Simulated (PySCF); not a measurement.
H$_{4}$NSi (SMILES [NH][SiH3]), doublet, geometry from GFN2-xTB; PySCF with DF-HF/6-31G**.

PySCF was given this input:
```python
from pyscf import gto, scf

mol = gto.M(
    atom='''
N     1.072844   -0.472334   -0.037573
Si   -0.466234    0.176594    0.025059
H     1.908143    0.009852   -0.325644
H    -0.919697   -0.037797    1.412548
H    -1.295333   -0.714284   -0.808995
H    -0.675749    1.576251   -0.365727
''',
    basis='6-31g**',
    charge=0,
    spin=1,
    verbose=4,
)

mf = scf.UHF(mol)
mf = mf.density_fit(auxbasis='def2-universal-jkfit')
mf.kernel()
mf.analyze()
```

It wrote (shortened):

```
PySCF version 2.14.0

[INPUT] verbose = 4
[INPUT] num. atoms = 6
[INPUT] num. electrons = 25
[INPUT] charge = 0
[INPUT] spin (= nelec alpha-beta = 2S) = 1
[INPUT] symmetry False subgroup None
[INPUT] Mole.unit = angstrom
[INPUT] Symbol           X                Y                Z      unit          X                Y                Z       unit  Magmom
[INPUT]  1 N      1.072844000000  -0.472334000000  -0.037573000000 AA    2.027381334383  -0.892581899320  -0.071002679678 Bohr   0.0
[INPUT]  2 Si    -0.466234000000   0.176594000000   0.025059000000 AA   -0.881054569960   0.333714295241   0.047354646955 Bohr   0.0
[INPUT]  3 H      1.908143000000   0.009852000000  -0.325644000000 AA    3.605867676506   0.018617581779  -0.615377974108 Bohr   0.0
[INPUT]  4 H     -0.919697000000  -0.037797000000   1.412548000000 AA   -1.737975447584  -0.071425978330   2.669328857802 Bohr   0.0
[INPUT]  5 H     -1.295333000000  -0.714284000000  -0.808995000000 AA   -2.447824610111  -1.349801135159  -1.528778986143 Bohr   0.0
[INPUT]  6 H     -0.675749000000   1.576251000000  -0.365727000000 AA   -1.276980538949   2.978682693572  -0.691123866359 Bohr   0.0

nuclear repulsion = 58.3575031233772
number of shells = 26
number of NR pGTOs = 106
number of NR cGTOs = 52
basis = 6-31g**
ecp = {}

******** <class 'pyscf.df.df_jk.DFUHF'> ********
method = DFUHF
initial guess = minao
damping factor = 0
level_shift factor = 0
DIIS = <class 'pyscf.scf.diis.CDIIS'>
diis_start_cycle = 1
diis_space = 8
diis_damp = 0
SCF conv_tol = 1e-09
SCF conv_tol_grad = None
SCF max_cycles = 50
direct_scf = False
number electrons alpha = 13  beta = 12
Set gradient conv threshold to 3.16228e-05
******** <class 'pyscf.df.df.DF'> ********
auxbasis = def2-universal-jkfit
init E= -345.391976675291

cycle= 1 E= -345.590456762491  delta_E= -0.198  |g|= 0.216  |ddm|= 1.42
cycle= 2 E= -345.640156577957  delta_E= -0.0497  |g|= 0.0865  |ddm|= 0.27
cycle= 3 E= -345.649012811559  delta_E= -0.00886  |g|= 0.0392  |ddm|= 0.122
cycle= 4 E= -345.651163581247  delta_E= -0.00215  |g|= 0.0127  |ddm|= 0.0544
cycle= 5 E= -345.651518746626  delta_E= -0.000355  |g|= 0.00541  |ddm|= 0.0268
cycle= 6 E= -345.651582523648  delta_E= -6.38e-05  |g|= 0.00223  |ddm|= 0.0145
cycle= 7 E= -345.651593533343  delta_E= -1.1e-05  |g|= 0.000738  |ddm|= 0.0075
cycle= 8 E= -345.651594710226  delta_E= -1.18e-06  |g|= 0.000205  |ddm|= 0.00248
cycle= 9 E= -345.651594803651  delta_E= -9.34e-08  |g|= 5.23e-05  |ddm|= 0.000715
cycle= 10 E= -345.651594809362  delta_E= -5.71e-09  |g|= 1e-05  |ddm|= 0.000188
cycle= 11 E= -345.651594809536  delta_E= -1.75e-10  |g|= 3.64e-06  |ddm|= 2.68e-05
Extra cycle  E= -345.651594809554  delta_E= -1.77e-11  |g|= 2.12e-06  |ddm|= 5.8e-06
converged SCF energy = -345.651594809554  <S^2> = 0.75850723  2S+1 = 2.0084892
**** SCF Summaries ****
Total Energy =                        -345.651594809554069
Nuclear Repulsion Energy =              58.357503123377192
One-electron Energy =                 -593.491025198113448
Two-electron Energy =                  189.481927265182236
Two-electron Coulomb Energy =          217.959573318363852
DFT Exchange-Correlation Energy =      -28.477646053181616
**** MO energy ****
                             alpha | beta                alpha | beta
MO #1   energy= -68.7640064916103  | -68.7647287991579  occ= 1 | 1
MO #2   energy= -15.5818049994617  | -15.5520798754695  occ= 1 | 1
MO #3   energy= -6.1274847739763   | -6.12851749844386  occ= 1 | 1
MO #4   energy= -4.23358606888467  | -4.23508043751325  occ= 1 | 1
MO #5   energy= -4.23286887215406  | -4.23406469825229  occ= 1 | 1
MO #6   energy= -4.23276981085916  | -4.2334176645449   occ= 1 | 1
MO #7   energy= -1.16223288889538  | -1.04412865174668  occ= 1 | 1
MO #8   energy= -0.739538485975296 | -0.727900649477838 occ= 1 | 1
MO #9   energy= -0.60486809777982  | -0.58399060427584  occ= 1 | 1
MO #10  energy= -0.557048159635369 | -0.49353631781651  occ= 1 | 1
MO #11  energy= -0.509368549966004 | -0.476209390367573 occ= 1 | 1
MO #12  energy= -0.447461118810826 | -0.414658522502478 occ= 1 | 1
MO #13  energy= -0.445817777006656 | 0.0783079442256667 occ= 1 | 0
MO #14  energy= 0.14093875276423   | 0.146506713522812  occ= 0 | 0
MO #15  energy= 0.188580463208048  | 0.218621653548462  occ= 0 | 0
MO #16  energy= 0.21712591516888   | 0.227610154384671  occ= 0 | 0
MO #17  energy= 0.255998027134449  | 0.265497203415348  occ= 0 | 0
MO #18  energy= 0.303315627194323  | 0.304771147571525  occ= 0 | 0
MO #19  energy= 0.331323023771245  | 0.33554767767868   occ= 0 | 0
MO #20  energy= 0.393050494623224  | 0.397652782821284  occ= 0 | 0
MO #21  energy= 0.426024424419473  | 0.428774669701391  occ= 0 | 0

To work with the spin densities directly, `use mulliken_meta_spin()` only printing them here.

 ** Mulliken spin pop alpha/beta on meta-lowdin orthogonal AOs **
 ** Mulliken Spin Density (per AO)  **
spin_pop of  0 N 1s       -0.00000
spin_pop of  0 N 2s        0.04290
spin_pop of  0 N 3s       -0.00039
spin_pop of  0 N 2px       0.05403
spin_pop of  0 N 2py       0.09354
spin_pop of  0 N 2pz       0.84499
spin_pop of  0 N 3px       0.00005
spin_pop of  0 N 3py      -0.00192
spin_pop of  0 N 3pz       0.00543
spin_pop of  0 N 3dxy      0.00012
spin_pop of  0 N 3dyz      0.00064
spin_pop of  0 N 3dz^2    -0.00112
spin_pop of  0 N 3dxz     -0.00003
spin_pop of  0 N 3dx2-y2    0.00000
spin_pop of  1 Si 1s        0.00000
spin_pop of  1 Si 2s       -0.00000
spin_pop of  1 Si 3s       -0.01357
spin_pop of  1 Si 4s       -0.00025
spin_pop of  1 Si 2px      -0.00000
spin_pop of  1 Si 2py       0.00000
spin_pop of  1 Si 2pz      -0.00000
spin_pop of  1 Si 3px      -0.02426
spin_pop of  1 Si 3py      -0.01027
spin_pop of  1 Si 3pz      -0.02711
spin_pop of  1 Si 4px      -0.00125
spin_pop of  1 Si 4py      -0.00040
spin_pop of  1 Si 4pz       0.00121
spin_pop of  1 Si 3dxy     -0.00029
spin_pop of  1 Si 3dyz      0.00003
spin_pop of  1 Si 3dz^2    -0.00027
spin_pop of  1 Si 3dxz      0.00462
spin_pop of  1 Si 3dx2-y2   -0.00026
spin_pop of  2 H 1s       -0.04146
spin_pop of  2 H 2s       -0.00025
spin_pop of  2 H 2px      -0.00005
spin_pop of  2 H 2py      -0.00011
spin_pop of  2 H 2pz       0.00038
spin_pop of  3 H 1s        0.03996
spin_pop of  3 H 2s        0.00020
spin_pop of  3 H 2px      -0.00003
spin_pop of  3 H 2py       0.00003
spin_pop of  3 H 2pz       0.00019
spin_pop of  4 H 1s        0.03996
spin_pop of  4 H 2s        0.00020
spin_pop of  4 H 2px      -0.00004
spin_pop of  4 H 2py       0.00015
spin_pop of  4 H 2pz       0.00007
spin_pop of  5 H 1s       -0.00517
spin_pop of  5 H 2s       -0.00023
spin_pop of  5 H 2px       0.00000
spin_pop of  5 H 2py      -0.00001
spin_pop of  5 H 2pz       0.00001
 ** Mulliken Spin Density (per atom)  **
spin density of  0 N =      1.03824
spin density of  1 Si =     -0.07206
spin density of  2 H =     -0.04148
spin density of  3 H =      0.04035
spin density of  4 H =      0.04035
spin density of  5 H =     -0.00540
 ** Mulliken pop alpha/beta on meta-lowdin orthogonal AOs **
 ** Mulliken pop       alpha | beta **
In total            13.00000 | 12.00000
 ** Mulliken atomic charges   ( Nelec_alpha | Nelec_beta ) **
charge of  0N =     -0.55058  (     4.29441      3.25617 )
charge of  1Si =      0.75953  (     6.58420      6.65627 )
charge of  2H =      0.22509  (     0.36671      0.40820 )
charge of  3H =     -0.13709  (     0.58872      0.54837 )
charge of  4H =     -0.13709  (     0.58872      0.54837 )
charge of  5H =     -0.15986  (     0.57723      0.58263 )
Dipole moment(X, Y, Z, Debye):  0.70606,  1.54523, -0.58993
```
